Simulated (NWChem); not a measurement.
System: SiH2Br2; SMILES Br[SiH2]Br

Input file for NWChem:

```
start job
memory heap 200 mb stack 900 mb global 1100 mb
geometry units angstroms noautoz
  Si     0.000000     0.000000    -0.994711
  Br    -1.825583     0.000000     0.261197
  Br     1.825583     0.000000     0.261197
  H      0.000000     1.232612    -1.821612
  H      0.000000    -1.232612    -1.821612
end
basis spherical
  * library def2-svpd
end
dft
  xc xpbe96 cpbe96
  iterations 150
end
tddft
  cis
  nroots 6
  notriplet
end
task tddft energy
```

Structure relaxed at the PBE0/def2-SVP level.

Vertical excitations in the gas phase.

**Question.** What results follow from this input? (PBE/def2-SVPD, TDA.) Quantities: lowest excitation, singlet (eV); oscillator strength of that lowest state; lowest state with f > 0.02, singlet (eV); orbital gap (eV).

**Answer.** 
- lowest excitation, singlet (eV) = 5.74
- oscillator strength of that lowest state = 0.011
- lowest state with f > 0.02, singlet (eV) = 6.03
- orbital gap (eV) = 5.61
